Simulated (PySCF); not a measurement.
# Working with the constants of TlO

PBE0 constants of TlO, ²Π (doublet), unpaired electrons π ↑ (PySCF, scalar-relativistic core potentials, basis sets Tl cc-pVTZ-PP with ECP60, O cc-pVTZ; masses 204.9744 and 15.9949 u):

| Property | Result |
| --- | --- |
| ωe | 461.3 cm⁻¹ |
| ωexe | 2.15 cm⁻¹ |
| Be | 0.23814 cm⁻¹ |
| αe | 0.00161 cm⁻¹ |
| D (centrifugal) | 2.54e-07 cm⁻¹ |
| De to Tl + O | 3.13 eV |

(1) Give the vibrational terms G(v) and spacings up to v = 6.

(2) How well does the Morse estimate ωe²/(4ωexe) reproduce De, and what is D0?

These are scalar-relativistic numbers at best; spin–orbit coupling would shift them, the dissociation energy most. The state was picked by a PBE0 search and need not be the measured ground state.

## Answers

(1) G(v) = ωe(v+½) − ωexe(v+½)².

```
v  G(v) (cm⁻¹)  G(v) − G(v−1)  Bv (cm⁻¹)
0        230.1                    0.2373
1        687.1          457.0     0.2357
2       1139.8          452.7     0.2341
3       1588.2          448.4     0.2325
4       2032.3          444.1     0.2309
5       2472.1          439.8     0.2293
6       2907.6          435.5     0.2277
```

(2) It gives 3.07 eV, 98 % of the computed De. D0 = De − G(0) = 3.13 − 0.03 = 3.10 eV.
